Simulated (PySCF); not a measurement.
N-methylmethanimine cation (C₂H₅N), SMILES C=NC (connectivity only; charge and spin as stated), charge +1, multiplicity 2. Geometry: PBE0-D3(BJ)/def2-TZVP. The multiplicity is an assumed one; other spin states were not compared.

Method: PBE0-D3(BJ)/def2-TZVP (PySCF).

Harmonic wavenumbers (cm⁻¹): 145, 235, 359, 912, 970, 1038, 1103, 1116, 1377, 1388, 1393, 1442, 1859, 2967, 2996, 3095, 3109, 3147. Rotational constants (GHz): 88.56, 8.955, 8.586; symmetry number 1.

Work out the zero-point energy and the ideal-gas rigid-rotor harmonic-oscillator thermochemistry at 298.15 K and 1 atm.

ZPE = ½ Σ hcν = ½ × 28650 cm⁻¹ = 171.37 kJ/mol. H − E(el) = 185.79 kJ/mol. Entropy in J/(mol K): translation 155.67, rotation 89.47, vibration 26.02, spin 5.76, total 276.92. G − E(el) = 103.22 kJ/mol. Cp = 64.53 J/(mol K). Modes under 150 cm⁻¹ make the vibrational entropy uncertain.
